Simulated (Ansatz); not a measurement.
A nudged elastic band was laid between two geometries of FH + Ge2H6 (10 atoms, charge 0, multiplicity 1).

Level of theory: RHF/def2-mTZVP (Ansatz 0.2.0).

```json
{
  "movable images": "9",
  "climbing image": "yes",
  "spring": "5.0 eV/Å²",
  "optimiser": "quadratic models (default)",
  "start path": "through a guess of the saddle point",
  "force threshold": "0.05 eV/Å",
  "iteration limit": "60",
  "end points": "relaxed"
}
```

Initial state:

```xyz
10
Properties=species:S:1:pos:R:3
Ge -0.037 -0.355 -0.203
H -0.078 -0.739 1.285
Ge 2.273 -0.253 -1.017
H 2.883 -1.665 -1.025
H 2.298 0.289 -2.455
H 3.136 0.652 -0.130
H -0.748 0.994 -0.382
H -0.821 -1.418 -0.991
F 1.178 2.359 1.905
H 0.569 2.543 2.550
```

Final state:

```xyz
10
Properties=species:S:1:pos:R:3
Ge -0.065 0.447 -0.797
H 1.017 0.104 3.634
Ge 2.299 -0.140 -1.087
H 2.396 -1.596 -1.570
H 2.942 0.780 -2.133
H 3.039 0.000 0.249
H -0.836 0.564 -2.116
H -0.815 -0.469 0.176
F -0.109 2.025 -0.088
H 0.784 0.693 3.267
```

Question: What changes between the two ends?

Answer: Bonds broken: Ge1–H2, F9–H10. Bonds formed: Ge1–F9, H2–H10. FH + Ge2H6 becomes FGe2H5 + H2.

Question: Give the energies along the band, and the barrier.

Answer: The forces met the threshold. The highest image is number 4 of 0 to 10, 2.51 eV above the first end and 2.85 eV above the last; the last end lies 0.35 eV below the first. Neighbouring images differ by up to 2.3 eV, so the band resolves the path poorly. A vibrational analysis at the climbing image gives one clearly imaginary mode, 1586i cm⁻¹: a first-order saddle point. The orbitals stay closed-shell, which can raise the energy where a bond breaks towards radicals; this wasn't checked here.

```
image  path coordinate (Å)  energy (eV)  Ge1–H2 (Å)  F9–H10 (Å)  Ge1–F9 (Å)
    0                 0.00         0.00        1.54        0.91        3.64
    1                 1.09         0.01        1.54        0.91        3.53
    2                 2.17         0.01        1.54        0.91        3.50
    3                 3.26         0.21        1.56        0.91        2.93
    4                 4.34         2.51        1.86        1.27        2.13
    5                 5.10         0.95        2.36        1.74        1.80
    6                 5.86         0.02        2.90        2.07        1.74
    7                 6.62        -0.29        3.44        2.44        1.73
    8                 7.38        -0.34        3.99        2.88        1.73
    9                 8.14        -0.35        4.41        3.28        1.73
   10                 8.90        -0.35        4.57        3.72        1.73
```

Question: What is the geometry of the highest image?

Answer: 
```xyz
10
Properties=species:S:1:pos:R:3
Ge 0.128 0.058 -0.014
H -0.070 0.331 1.816
Ge 2.392 -0.093 -0.925
H 2.509 -1.374 -1.765
H 2.668 1.131 -1.797
H 3.377 -0.164 0.244
H -0.989 0.787 -0.746
H -0.421 -1.340 0.365
F 0.771 1.943 0.756
H 0.287 1.127 1.602
```

Run time: 17 min on 2 threads of Arm Neoverse V1 (shared host), peak memory 0.3 GiB.
